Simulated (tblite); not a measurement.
Compound: C4H10O3Si.
Cartesian coordinates in Å at the GFN2-xTB level; atoms count from 1:
```
atom  x, y, z in Å
C1     2.798   -0.414   -0.749
O2     1.747   -0.502    0.211
C3     0.617    0.122   -0.102
O4     0.446    0.748   -1.115
C5    -0.454   -0.073    0.956
C6    -0.982   -1.509    0.835
O7    -1.475    0.842    0.815
Si8   -1.973    1.677   -0.497
H9     3.635   -0.967   -0.330
H10    2.481   -0.853   -1.697
H11    3.070    0.629   -0.916
H12    0.004    0.067    1.946
H13   -1.391   -1.660   -0.161
H14   -0.182   -2.222    1.014
H15   -1.775   -1.659    1.563
H16   -1.124    2.819   -0.822
H17   -3.229    2.130    0.097
H18   -2.223    0.833   -1.665
```

Computed with GFN2-xTB (tblite): harmonic, unscaled wavenumbers at the GFN2-xTB geometry, gas phase. Errors from tens to a few hundred cm⁻¹ against measured bands are possible. Modes of hydrogen on silicon can be 10 to 20 % off. One conformer, not necessarily the lowest.

Harmonic wavenumbers (cm⁻¹): 50.8, 66.8, 72.7, 124.2, 142.8, 201.4, 237.7, 259.2, 278.6, 335.6, 384.2, 469.1, 610.0, 655.4, 680.4, 718.0, 739.1, 792.0, 811.6, 844.6, 872.3, 987.6, 1005.7, 1051.1, 1083.2, 1118.6, 1147.3, 1179.3, 1201.6, 1258.6, 1292.6, 1380.7, 1385.8, 1438.6, 1458.3, 1469.6, 1486.5, 1772.9, 2250.5, 2260.1, 2285.8, 2877.0, 2983.5, 2993.6, 3038.2, 3044.5, 3048.2, 3048.4.

A = 2984, B = 1156, C = 910.9 MHz; mass 134.040 u (most abundant isotopes); point group C1, symmetry number 1.

**Question.** What is the zero-point energy?

**Answer.** ½Σν̃ = 29447 cm⁻¹ = 84.19 kcal/mol.

**Question.** Give the ideal-gas entropy at 350 K and 1 bar in the rigid-rotor, harmonic-oscillator model (classical rotation).

**Answer.** Translation 41.41, rotation 29.49, vibration 37.55: S = 108.5 cal/(mol K).

**Question.** And Cp and H(350 K) − H(0)?

**Answer.** Cp = 44.04 cal/(mol K), of which vibrations give 36.09 (their classical limit is 48 R = 95.4); H(350 K) − H(0) = 9.47 kcal/mol without the zero-point energy, 6.69 from vibrations.

**Question.** How do the functions run with temperature in this model?

**Answer.** 
```tsv
T (K)	S (cal/(mol K))	Cp (cal/(mol K))	H − H(0) (kcal/mol)	G − H(0) (kcal/mol)	ln q(vib)
50	59.2	14.2	0.52	-2.43	0.60
100	71.0	20.4	1.40	-5.71	2.04
298.15	101.8	39.2	7.31	-23.04	7.85
373.15	111.3	46.1	10.51	-31.04	9.92
500	126.3	56.2	17.02	-46.12	13.31
750	152.0	70.4	32.98	-81.01	19.62
1000	173.6	79.6	51.80	-121.77	25.40
```

q(vib) and H(0) count from the zero-point level.

**Question.** Which modes carry the vibrational entropy at 350 K?

**Answer.** 50.8 cm⁻¹: 5.10; 66.8 cm⁻¹: 4.56; 72.7 cm⁻¹: 4.39; 124.2 cm⁻¹: 3.34; 142.8 cm⁻¹: 3.07; 201.4 cm⁻¹: 2.42 cal/(mol K); the other 42 give 14.65 together.

**Question.** Blend soft modes into free rotors: weight 1/[1 + (100 cm⁻¹/ν̃)⁴] for the oscillator and the rest for a rotor with moment μB/(μ + B), μ = h/(8π²ν), B = 10⁻⁴⁴ kg m². What vibrational entropy results?

**Answer.** 34.20 cal/(mol K) in place of 37.55, which changes −T·S at 350 K by +1.17 kcal/mol.

**Question.** What must be added to the electronic energy to get the Gibbs energy at 350 K and 1 bar?

**Answer.** ZPE + [H(350 K) − H(0)] − T·S = 84.19 + 9.47 − 37.96 = 55.70 kcal/mol.

Hindered rotation and anharmonicity are outside this model. Other conformers, if any are populated, would add a mixing term that is left out. The structure is chiral; the term R ln 2 for an equal mix with its mirror image is left out.

On one thread, Arm Neoverse V2 (aarch64) (shared host), this took 0.5 s of wall time. This covers the Hessian and the dipole derivatives.
